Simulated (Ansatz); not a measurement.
A nudged elastic band was laid between two geometries of C₂H₅AlSe (9 atoms, charge 0, multiplicity 1).

All numbers below come from RKS BLYP-D4/def2-SVP in Ansatz.

- movable images: 7
- climbing image: yes
- spring: 5.0 eV/Å²
- optimiser: quadratic models (default)
- start path: through a guess of the saddle point
- force threshold: 0.05 eV/Å
- iteration limit: 60
- end points: relaxed

Initial state:

```xyz
9
Properties=species:S:1:pos:R:3
C 0.598 1.483 -0.039
C -0.127 0.360 0.215
Al 0.346 -1.333 -0.649
Se -1.633 0.467 1.446
H 1.455 1.448 -0.732
H 0.391 2.470 0.415
H 1.594 -1.337 -1.641
H -0.517 -2.638 -0.346
H -2.018 -0.966 1.313
```

Final state:

```xyz
9
Properties=species:S:1:pos:R:3
C 0.428 1.199 -0.363
C -0.577 0.275 -0.237
Al 1.856 -0.899 0.393
Se -1.211 -0.213 1.515
H 0.760 1.516 -1.364
H 0.790 1.798 0.485
H 0.833 -1.945 -0.442
H -1.026 -0.251 -1.088
H -1.764 -1.527 1.085
```

Q: What changes between the two ends?

A: Bonds broken: C2–Al3, Al3–H8. Bonds formed: C2–H8. C2H5AlSe becomes AlH + C2H4Se.

Q: What energy profile does the band end with?

A: The run converged. The highest image is number 3 of 0 to 8, 2.19 eV above the first end and 1.51 eV above the last; the last end lies 0.68 eV above the first. The profile has 3 maxima (images 1, 3, 7) with wells between them (images 2, 5): this band takes more than one step, which may be the mechanism or a detour left from its start path. Neighbouring images differ by up to 2.2 eV, so the band resolves the path poorly. A vibrational analysis at the climbing image gives one clearly imaginary mode, 1042i cm⁻¹: a first-order saddle point. The orbitals stay closed-shell, which can raise the energy where a bond breaks towards radicals; this wasn't checked here.

| image | path coordinate (Å) | energy (eV) | C2–Al3 (Å) | Al3–H8 (Å) | C2–H8 (Å) |
| --- | --- | --- | --- | --- | --- |
| 0 | 0.00 | 0.00 | 1.96 | 1.59 | 3.08 |
| 1 | 1.57 | 0.05 | 1.96 | 1.59 | 3.05 |
| 2 | 3.13 | 0.00 | 1.95 | 1.58 | 2.94 |
| 3 | 4.70 | 2.19 | 2.21 | 1.64 | 1.56 |
| 4 | 6.47 | 0.93 | 3.25 | 3.09 | 1.10 |
| 5 | 8.24 | 0.78 | 2.89 | 3.36 | 1.10 |
| 6 | 10.01 | 0.89 | 2.64 | 2.97 | 1.10 |
| 7 | 11.79 | 0.98 | 3.07 | 3.52 | 1.10 |
| 8 | 13.56 | 0.68 | 2.77 | 3.30 | 1.10 |

Q: What is the geometry of the highest image?

A: 
```xyz
9
Properties=species:S:1:pos:R:3
C 0.219 1.539 -0.223
C 0.212 0.198 -0.071
Al 0.218 -1.951 -0.575
Se -0.462 -0.682 1.602
H 0.563 1.959 -1.185
H -0.089 2.258 0.552
H 1.770 -2.189 -0.262
H -0.395 -0.596 -1.271
H -1.947 -0.583 1.417
```

The band took 31 iterations and of the order of 10 core-minutes.

The run took 5.4 min on 2 threads of Intel(R) Xeon(R) Platinum 8375C CPU @ 2.90GHz (Ice Lake) (shared host), peak memory 0.17 GiB.
